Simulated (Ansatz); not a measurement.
NP, charge +1, doublet, geometry from GFN2-xTB (a state made from the parent by changing its charge; the spin is typed, not shown lowest). Base run: B3LYP/pcseg-1 in Ansatz (a program for electronic structure).

Geometry (Å):
```xyz
2

N      0.0000     0.0000    -0.9888
P      0.0000     0.0000     0.4614
```
Charge +1, spin multiplicity 2.
Orbitals are unrestricted.
All else is at Ansatz's defaults.
Base energy -395.61891 Eh.

Variants of this job, named by their change:

| change | ΔE vs base (mEh) |
|---|---|
| base | 0.000 |
| point_charge = charge:1.0 position_ang:2.3793, 2.8428, -0.6294 | 131.5 |
| nuclear_model = gaussian | 0.247 |
| forces = on | 0.000 |
| lower_state_search = light | 0.000 |
| fitting.mean_field = def2-universal-JKFIT | -0.010 |
| final_grid = 6, 12, 29 | 0.000 |
| final_grid = 10, 20, 41 | 0.000 |
| final_grid = 4, 8, 17 | 0.096 |
| final_grid = 14, 28, 59 | 0.000 |
| point_charge = charge:0.5 position_ang:-1.1906, 3.217, -1.716 | 63.536 |
